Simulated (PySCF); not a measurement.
# Correlation energy of In (indium, neutral)

[Kr] 4d10 5s1 5p1 6s1, high-spin 4P determinant (an excited configuration). All numbers are calculated (PySCF 2.14, a scalar-relativistic core potential, in aug-cc-pVTZ-PP with ECP28MDF (6s5p4d2f, 55 functions)). Frozen: 4s2 4p6 4d10; 3 electrons correlated.

| level | correlation energy (mhartree) |
| --- | --- |
| CCSD | -9.53 |
| (T) | -0.10 |
| CCSD(T) | -9.63 |

Diagnostics: T1 = 0.014, D1 = 0.0331, largest double amplitude 0.041.

The outer electron is Rydberg-like, and this basis confines it to a smaller radius and binds it less than a complete one would.

Cost of the coupled-cluster step: about 1.8 core-seconds, for 3 correlated electrons.

Iterations:

```
CC2 = 0
CCSD nocc = (np.int64(3), np.int64(0)), nmo = (46, 46)
frozen orbitals [[0, 1, 2, 3, 4, 5, 6, 7, 8], [0, 1, 2, 3, 4, 5, 6, 7, 8]]
max_cycle = 100
direct = 0
conv_tol = 1e-08
conv_tol_normt = 1e-06
diis_space = 8
diis_start_cycle = 0
Init t2, MP2 energy = -0.00571167805718568
Init E_corr(UCCSD) = -0.00571167806181689
cycle = 1  E_corr(UCCSD) = -0.0077976291159952  dE = -0.00208595105  norm(t1,t2) = 0.0340707
cycle = 2  E_corr(UCCSD) = -0.00866317953086869  dE = -0.000865550415  norm(t1,t2) = 0.0175185
cycle = 3  E_corr(UCCSD) = -0.00945215339107446  dE = -0.00078897386  norm(t1,t2) = 0.0100384
cycle = 4  E_corr(UCCSD) = -0.00943490479197872  dE = 1.72485991e-05  norm(t1,t2) = 0.00439915
cycle = 5  E_corr(UCCSD) = -0.00953222777260234  dE = -9.73229806e-05  norm(t1,t2) = 0.00302743
cycle = 6  E_corr(UCCSD) = -0.00951923000594323  dE = 1.29977667e-05  norm(t1,t2) = 0.000608136
cycle = 7  E_corr(UCCSD) = -0.00953226394407876  dE = -1.30339381e-05  norm(t1,t2) = 0.000215618
cycle = 8  E_corr(UCCSD) = -0.00952568883557895  dE = 6.5751085e-06  norm(t1,t2) = 0.000102824
cycle = 9  E_corr(UCCSD) = -0.00952857739869385  dE = -2.88856311e-06  norm(t1,t2) = 4.63658e-05
cycle = 10  E_corr(UCCSD) = -0.00952818973985489  dE = 3.87658839e-07  norm(t1,t2) = 1.03061e-05
cycle = 11  E_corr(UCCSD) = -0.00952820610796737  dE = -1.63681125e-08  norm(t1,t2) = 3.48407e-06
cycle = 12  E_corr(UCCSD) = -0.00952820480574108  dE = 1.30222629e-09  norm(t1,t2) = 1.21695e-06
cycle = 13  E_corr(UCCSD) = -0.00952820621458377  dE = -1.40884268e-09  norm(t1,t2) = 1.9192e-07
UCCSD converged
E(UCCSD) = -188.9763130537692  E_corr = -0.009528206214583767
UCCSD(T) correction = -9.97480456486595e-05
```
